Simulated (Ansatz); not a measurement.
`CS[Si](Cl)(Cl)Cl` + `C#CS` → `C#CSC` + `S[Si](Cl)(Cl)Cl`  (substitution at a C–S bond)

Isolated molecules relaxed with PBE0-D4/def2-TZVP in Ansatz; ΔE leaves out vibrations. CCSD(T)/CBS adds triple-zeta CCSD(T) − MP2 to the extrapolated MP2 energy (def2 sets, frozen cores). This one scheme is used for every species. DFT in def2-TZVPP. HSE06 is defined as in plane-wave codes. One conformer a species, not always the lowest.

```csv
level,ΔE (kJ/mol),difference from CCSD(T)/CBS
LDA (SPW92),-8.4,-1.4
r2SCANh-D4,-9.0,-2.0
ωB97X-V,-7.1,-0.1
ωB97M-V,-7.1,-0.1
PBE,-10.6,-3.6
r2SCAN,-10.2,-3.2
PBE0,-10.2,-3.2
r2SCANh,-10.0,-3.0
HSE06,-10.2,-3.2
CAM-B3LYP,-10.2,-3.2
LC-ωPBE,-9.2,-2.2
CCSD/def2-SVP,-4.2,2.8
HF/def2-TZVPP,-11.0,-4.0
CCSD(T)/def2-TZVPP,-7.6,-0.6
HF/CBS(def2),-11.4,-4.4
MP2/CBS(def2),-7.6,-0.6
CCSD(T)/CBS,-7.0,0
```

Largest T1 diagnostic among the species: 0.013.

The D4 term adds +4.5 kJ/mol with B3LYP and +2.7 kJ/mol with PBE0; it sums over pairs of atoms, weighted by their polarisabilities, and B3LYP, whose exchange is more repulsive, gets the larger term. Leaving LDA and LC-ωPBE aside and taking each functional with its dispersion term where it has one, the values, not all of them listed here, spread over 3.4 kJ/mol, from B2PLYP to BHLYP-D4.

B3LYP here is the variant with VWN-RPA as its local correlation; programs differ in this.

CCSD(T)/CBS has its own doubt, a few kJ/mol and more with outer-core shells, so smaller differences from it don't rank the levels.
